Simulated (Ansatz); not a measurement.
Geometry optimisation, Ansatz 0.2.0, RHF/def2-SVP.

input.yaml

```yaml
crystal:
  periodic: [false, false, false]
  atoms:
    - { symbol: Al, position_ang: [0.0, 0.0, 0.0] }
    - { symbol: O, position_ang: [0.0, 0.0, 1.78] }
    - { symbol: H, position_ang: [-0.9095, -0.2814, 2.1171] }
    - { symbol: F, position_ang: [1.4635, 0.0, -0.845] }
    - { symbol: Cl, position_ang: [-1.9312, 0.0, -1.115] }
basis:
  gaussian: { orbitals: def2-SVP }
hamiltonian:
  xc: hf
relax:
  f_tol: 0.02
  max_steps: 40
output:
  orbitals: {}
```

Launched with:

```bash
$ ansatz run input.yaml --threads 1 --pin off --max-ram 2048MiB --backend cpu --events-out ev --progress --plain --runs-dir out
```

Q: Where does it end, and by what steps?

A: It converged. After 7 steps the energy has fallen by 0.574 eV; H3 moved furthest, 0.25 Å.

```tsv
step	energy less start (eV)	largest force component (eV/Å)	accepted
0	0.0000	3.043	yes
1	-0.3979	2.056	yes
2	-0.5082	0.987	yes
3	-0.5351	0.664	yes
4	-0.5603	0.307	yes
5	-0.5627	0.348	yes
6	-0.5734	0.064	yes
7	-0.5737	0.003	yes
```

```xyz
5
Properties=species:S:1:pos:R:3
Al -0.076 -0.028 -0.022
O -0.103 -0.122 1.637
H -0.769 -0.176 2.297
F 1.371 0.047 -0.785
Cl -1.800 -0.002 -1.190
```

Time of the run: 8.2 s on 1 thread of Arm Neoverse V2, on a shared host, peak memory 0.14 GiB.
